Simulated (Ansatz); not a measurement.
Geometry optimisation, Ansatz, RKS PBE/def2-SVP.

Input:

```yaml
crystal:
  periodic: [false, false, false]
  atoms:
    - { symbol: Zr, position_ang: [0.348438, 0.324995, -0.564531] }
    - { symbol: F, position_ang: [0.018117, 0.205179, 2.596003] }
    - { symbol: Cl, position_ang: [2.159599, -0.343281, -1.897703] }
    - { symbol: F, position_ang: [-0.889043, 1.385648, -1.533455] }
    - { symbol: F, position_ang: [-0.537831, -1.156168, 0.241071] }
    - { symbol: Si, position_ang: [1.527318, 2.172996, 0.912431] }
    - { symbol: H, position_ang: [2.739944, 1.656243, 1.650857] }
    - { symbol: H, position_ang: [1.968743, 3.404787, 0.153033] }
    - { symbol: H, position_ang: [0.617912, 2.71672, 2.013432] }
    - { symbol: H, position_ang: [0.147002, 1.077582, 2.902763] }
basis:
  gaussian: { orbitals: def2-SVP }
hamiltonian:
  xc: pbe
relax:
  f_tol: 0.03
  max_steps: 50
```

Command:

```bash
$ ansatz run input.yaml --threads 4 --pin off --max-ram 5120MiB --backend cpu --events-out ev --progress --plain --runs-dir out
```

Task: Where does it end, and by what steps?

Result: It converged. After 15 steps the energy has fallen by 0.620 eV; F2 moved furthest, 1.42 Å. Joined: Zr1–F2 (3.18 → 2.32 Å).

```
step  energy less start (eV)  largest force component (eV/Å)  accepted
   0                  0.0000                           0.755       yes
   1                 -0.0125                           0.739       yes
   2                 -0.0369                           0.747       yes
   3                 -0.1593                           0.690       yes
   4                 -0.2894                           0.558       yes
   5                 -0.3744                           0.461       yes
   6                 -0.4509                           0.209       yes
   7                 -0.4991                           0.384       yes
   8                 -0.5323                           0.315       yes
   9                 -0.5733                           0.402       yes
  10                 -0.5792                           0.721       yes
  11                 -0.5685                           0.639        no
  12                 -0.6132                           0.254       yes
  13                 -0.6187                           0.060       yes
  14                 -0.6192                           0.042       yes
  15                 -0.6196                           0.019       yes
```

```xyz
10
Properties=species:S:1:pos:R:3
Zr 0.250 0.189 -0.282
F -0.791 0.915 1.663
Cl 1.871 -0.023 -1.972
F -1.271 0.940 -1.153
F 0.150 -1.533 0.526
Si 1.843 2.036 1.084
H 3.128 1.591 1.734
H 2.052 3.414 0.508
H 0.969 2.370 2.343
H -0.102 1.546 2.023
```

Whether the end is a true minimum wasn't checked by a vibrational analysis.

The run took 43 s on 4 threads of Intel(R) Xeon(R) Platinum 8259CL CPU @ 2.50GHz (Skylake/Cascade Lake), on a shared host, peak memory 0.22 GiB.
